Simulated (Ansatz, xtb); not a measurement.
## C6H9ClO: which of two isomers lies lower

Structure X: `O=C[C@@H]1CCC[C@@H]1Cl`, a singlet. Structure Y: `O=C[C@@H]1CC[C@@H](Cl)C1`, a singlet. Both are isolated molecules in the gas phase, relaxed with PBE0-D3(BJ)/def2-SVP, each in the lowest conformer that the search found.

Quicker runs give these differences E(Y) − E(X): GFN2-xTB −1.66 kcal/mol; HF/STO-3G −1.83 kcal/mol (at GFN2-xTB geometries); r2SCAN-D4/def2-SVP −1.95 kcal/mol (at GFN2-xTB geometries).

Q: Estimate E(Y) − E(X) at the level CCSD(T)/def2-SVP + ΔMP2/def2-TZVPP.

A: Calculated at CCSD(T)/def2-SVP + ΔMP2/def2-TZVPP: E(Y) − E(X) = −1.78 kcal/mol, so structure Y lies lower.

The same difference at several levels:

```csv
level,geometry,E(Y) − E(X) (kcal/mol),departure from the last row (kcal/mol),"job, with rough time for the two"
GFN2-xTB,GFN2-xTB,−1.66,+0.12,"optimisation, 0.32 s"
HF/STO-3G,GFN2-xTB,−1.83,−0.04,"single point, 0.68 s"
r2SCAN-D4/def2-SVP,GFN2-xTB,−1.95,−0.16,"single point, 4.5 s"
PBE0-D3(BJ)/def2-SVP,PBE0-D3(BJ)/def2-SVP,−1.47,+0.32,"optimisation, 1.9 min"
HF/def2-SVP,PBE0-D3(BJ)/def2-SVP,−1.44,+0.34,part of the CCSD(T) run
MP2/def2-SVP,PBE0-D3(BJ)/def2-SVP,−1.22,+0.57,part of the CCSD(T) run
CCSD(T)/def2-SVP,PBE0-D3(BJ)/def2-SVP,−1.14,+0.64,single point
CCSD(T)/def2-SVP + ΔMP2/def2-TZVPP,PBE0-D3(BJ)/def2-SVP,−1.78,,"single point, 2.1 min"
```

As drawn, both hold the same kinds of bond in the same numbers.

None of the levels shown reverses the order. The largest departure from CCSD(T)/def2-SVP + ΔMP2/def2-TZVPP is that of CCSD(T)/def2-SVP, 0.64 kcal/mol. The last row adds to CCSD(T) the change of the MP2 difference between the two basis sets, here −0.64 kcal/mol.

With thermal terms from frequencies at re-optimised GFN2-xTB minima (ideal gas, soft modes damped towards free rotors, one conformer each, 298.15 K, 1 atm): the zero-point term adds −0.07 kcal/mol; ΔH is −1.83 and ΔG −1.97 kcal/mol.

The correlated steps freeze 12 core orbitals. Run with Ansatz 0.2.0, xtb 6.7.1; the last row on 2 threads of Intel(R) Xeon(R) Gold 6455B (Sapphire Rapids) on a shared host.
